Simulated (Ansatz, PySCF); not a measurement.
Gas-phase reaction (SMILES): C[Si](C)(C)C + O (H2O) → C[Si](C)(C)O [hydroxy(trimethyl)silane] + C (CH4); water cleaves one Si-C bond, a model of a ligand-exchange step.

Each molecule is optimised on its own at B3LYP-D3(BJ)/def2-TZVP (Ansatz, an electronic-structure program), one conformer each, not searched for the lowest. Correlated levels leave the core frozen unless marked. No spin-orbit coupling. No relativistic terms. Basis-set limits of correlation are two-point, X^-3; Hartree-Fock from the larger set. Thermal terms are rigid-rotor harmonic-oscillator values from B3LYP-D3(BJ) frequencies (Ansatz or PySCF) at 298.15 K and 1 atm. 1 Eh = 627.5095 kcal/mol.

```
species       E, CCSD(T)/CBS(cc-pV(T+d)Z,cc-pV(Q+d)Z) (Ansatz) (Eh)  E, r2SCAN-D4/def2-TZVPD (Ansatz + dftd4) (Eh)  H - E (Eh)
------------  -----------------------------------------------------  ---------------------------------------------  ----------
C[Si](C)(C)C                                             -448.55466                                     -449.13185     0.15714
O (H2O)                                                   -76.37426                                      -76.42298     0.02495
C[Si](C)(C)O                                             -484.51204                                     -485.09673     0.13401
C (CH4)                                                   -40.45816                                      -40.49957     0.04840
```

Question: Work out ΔE and ΔH at 298.15 K at the first level, then ΔH at the second.

Answer: 
1. ΔE = [(-484.51204) + (-40.45816)] - [(-448.55466) + (-76.37426)] = -0.04128 Eh = -25.9 kcal/mol at CCSD(T)/CBS(cc-pV(T+d)Z,cc-pV(Q+d)Z).
2. The terms H - E add up to 0.00032 Eh, so ΔH = (-0.04128 + (0.00032))×627.5095 = -25.7 kcal/mol.
3. At r2SCAN-D4/def2-TZVPD the same steps give ΔE = -26.0 and ΔH = -25.8 kcal/mol, a shift of -0.1 from the first level.
4. These values are not checked against measurement here, since the tables used lack a sound gas-phase enthalpy of formation for at least one species.
